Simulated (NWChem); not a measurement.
System: C$_{2}$H$_{4}$F$_{2}$Si; SMILES [SiH2](F)C(=C)F

NWChem printed, in part:

```
             Northwest Computational Chemistry Package (NWChem) 7.3.0
             --------------------------------------------------------

                             Geometry "geometry" -> ""
                             -------------------------

 Output coordinates in angstroms (scale by  1.889725989 to convert to a.u.)

  No.       Tag          Charge          X              Y              Z
 ---- ---------------- ---------- -------------- -------------- --------------
    1 C                    6.0000    -1.47457400     1.11369200     0.00000000
    2 C                    6.0000    -0.15718300     0.85813700     0.00000000
    3 F                    9.0000     0.75321300     1.86980700     0.00000000
    4 Si                  14.0000     0.63230700    -0.85471000     0.00000000
    5 F                    9.0000    -0.60153700    -1.93653900     0.00000000
    6 H                    1.0000    -2.18141600     0.27164800     0.00000000
    7 H                    1.0000    -1.86373200     2.14423600     0.00000000
    8 H                    1.0000     1.46125300    -1.05563000     1.23304000
    9 H                    1.0000     1.46125300    -1.05563000    -1.23304000

 Effective nuclear repulsion energy (a.u.)     221.7576665533

                                 NWChem DFT Module
                                 -----------------

 Summary of "ao basis" -> "ao basis" (spherical)
 ------------------------------------------------------------------------------
       Tag                 Description            Shells   Functions and Types
 ---------------- ------------------------------  ------  ---------------------
 C                          def2-svp                 6       14   3s2p1d
 F                          def2-svp                 6       14   3s2p1d
 Si                         def2-svp                 8       18   4s3p1d
 H                          def2-svp                 3        5   2s1p

            General Information
            -------------------
          SCF calculation type: DFT
          Wavefunction type:  closed shell.
          No. of atoms     :     9
          No. of electrons :    48
           Alpha electrons :    24
            Beta electrons :    24
          Charge           :     0
          Spin multiplicity:     1
          Use of symmetry is: off; symmetry adaption is: off
          Maximum number of iterations: 150
          AO basis - number of functions:    94
                     number of shells:    44
          Convergence on energy requested:  1.00D-06
          Convergence on density requested:  1.00D-05
          Convergence on gradient requested:  5.00D-04

              XC Information
              --------------
                         B3LYP Method XC Potential
                     Hartree-Fock (Exact) Exchange  0.200
                        Slater Exchange Functional  0.800 local
                    Becke 1988 Exchange Functional  0.720 non-local
              Lee-Yang-Parr Correlation Functional  0.810
                  VWN I RPA Correlation Functional  0.190 local

             Grid Information
             ----------------
          Grid used for XC integration:  medium
          Radial quadrature: Mura-Knowles
          Angular quadrature: Lebedev.
          Tag              B.-S. Rad. Rad. Pts. Rad. Cut. Ang. Pts.
          ---              ---------- --------- --------- ---------
          C                   0.70       49          10.0       434
          F                   0.50       49          11.0       434
          Si                  1.10       88          11.0       590
          H                   0.35       45          12.0       434
          Grid pruning is: on
          Number of quadrature shells:   464
          Spatial weights used:  Erf1

      Superposition of Atomic Density Guess
      -------------------------------------

 Sum of atomic energies:        -564.57030416

      Non-variational initial energy
      ------------------------------

[...]

                     NWChem Electrostatic Potential Fit Module
                     -----------------------------------------

 Atom parameters

 Number of atoms is                                    9
 Number of basis functions is                         94

 Grid parameters

 Maximum number of grid points is                  40679
 Number of grid points is                          40678
 Grid range                                     0.300000 nm
 Grid spacing                                   0.020000 nm
 Probe radius                                   0.070000 nm
 Atom radius factor                             1.000000

 Atomic radii

    1    0.100000
    6    0.147000
    9    0.128000
   14    0.187000
 FASTESP  F
  using M.O. file = ./job.movecs

    Atom              Coordinates                           Charge

                                                  ESP

    1 C    -0.147457    0.111369    0.000000   -0.395863
    2 C    -0.015718    0.085814    0.000000    0.146050
    3 F     0.075321    0.186981    0.000000   -0.197975
    4 Si    0.063231   -0.085471    0.000000    0.656860
    5 F    -0.060154   -0.193654    0.000000   -0.307921
    6 H    -0.218142    0.027165    0.000000    0.158179
    7 H    -0.186373    0.214424    0.000000    0.180014
    8 H     0.146125   -0.105563    0.123304   -0.119792
    9 H     0.146125   -0.105563   -0.123304   -0.119554
                                            ------------
                                                0.000000

 Dipole moment                                  0.067471

 Quadrupole moment Qxx                          5.785851
                   Qyy                         -7.246611
                   Qzz                          1.460760

 RMS deviation kJ/mol                           0.059681

 RRMS %                                        41.318675
```

Level: B3LYP/def2-SVP. All runs use the structure optimised with PBE-D3(BJ)/def2-SVP.

Problem. Reconstruct the input file.

Solution. Several could match; the one computed here: the input that was run:
```
start job
memory heap 200 mb stack 900 mb global 1100 mb
geometry units angstroms noautosym nocenter noautoz
  C     -1.474574     1.113692     0.000000
  C     -0.157183     0.858137     0.000000
  F      0.753213     1.869807     0.000000
  Si     0.632307    -0.854710     0.000000
  F     -0.601537    -1.936539     0.000000
  H     -2.181416     0.271648     0.000000
  H     -1.863732     2.144236     0.000000
  H      1.461253    -1.055630     1.233040
  H      1.461253    -1.055630    -1.233040
end
basis spherical
  * library def2-svp
end
dft
  xc b3lyp
  iterations 150
  mulliken
end
task dft energy
esp
  recalculate
  probe 0.07
  range 0.3
  factor 1.0
  spacing 0.02
end
task esp
```
